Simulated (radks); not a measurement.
The numbers below are computed, except where a source is named.
Ionisation of neutral manganese, [Ar] 3d5 4s2, to Mn+, [Ar] 3d5 4s1, under several functionals. Non-relativistic Kohn-Sham, spin-polarised, spherical densities, point nucleus; open shells are filled with parallel spins first; a radial shooting solver on a logarithmic mesh with Libxc functionals.

functional,E(Mn) (hartree),Exc (hartree),IE (eV),-e(HOMO) (eV),<r> HOMO (bohr),IE error (eV)
PBEsol,-1149.64430,-50.65474,7.112,4.419,3.317,-0.322
"LDA (Slater exchange, Perdew-Wang correlation)",-1148.63410,-49.62386,7.491,4.594,3.278,+0.057
TPSS,-1151.02225,-52.06259,7.029,4.381,3.336,-0.406
XLYP,-1151.27475,-52.31954,7.543,4.461,3.282,+0.109
OLYP,-1151.25065,-52.35148,7.258,4.236,3.378,-0.176
PBE,-1150.75609,-51.79184,7.161,4.417,3.316,-0.273
exchange-only PBE,-1149.71514,-50.71831,6.404,3.685,3.468,-1.030

NIST Atomic Spectra Database: 7.434 eV (measured). Closest: LDA (Slater exchange, Perdew-Wang correlation). The Delta-SCF values span 1.14 eV, the total energies 2.64 hartree. The highest occupied level is 4s. Open shells are spherical and high-spin; term and fine-structure splittings are not resolved.
